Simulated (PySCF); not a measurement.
**From computed data to an observable: chemical shift, span and skew from a shielding tensor**

C₂H₅FOSi₂, SMILES O=C1C[SiH2][Si@@H]1F. Atoms are numbered in the order given.

```xyz
11

O     -1.7455     1.6668    -0.2377
C     -0.8926     0.8213    -0.3220
C      0.1288     0.6734    -1.4662
Si     1.6356     0.0044    -0.4604
Si    -0.1517    -0.4397     1.0117
F     -0.7692    -1.9480     0.8668
H     -0.2087    -0.1712    -2.0990
H      0.2073     1.5722    -2.0969
H      2.5618     1.0833    -0.0166
H      2.3756    -1.1015    -1.1237
H     -0.2409    -0.0585     2.4477
```

The structure is a stationary point at B3LYP-D3(BJ)/def2-SVP. The structure was generated by enumeration; whether it is a known compound was not checked.

GIAO shieldings from PySCF with HF/pcSseg-1, non-relativistic, no solvent. The symmetric part of the tensor of Si5 has the principal values 288.0, 341.7, 452.1 ppm. The same nucleus in TMS has σ = 393.8 ppm at this level (PySCF, at its B3LYP-D3(BJ)/def2-TZVP geometry).

### Question
Work out the isotropic shielding, the ²⁹Si shift against TMS, the span and the skew.

### Answer

σ(iso) = (σ11 + σ22 + σ33)/3 = 360.6 ppm. δ = σ(ref) − σ(iso) = 393.8 − (360.6) = 33.2 ppm.
Span Ω = σ33 − σ11 = 164.1 ppm. Skew κ = 3(σ(iso) − σ22)/Ω = 0.35. Tumbling in solution averages the tensor to δ; in a static solid the shielding alone would spread this spin-1/2 line over Ω.
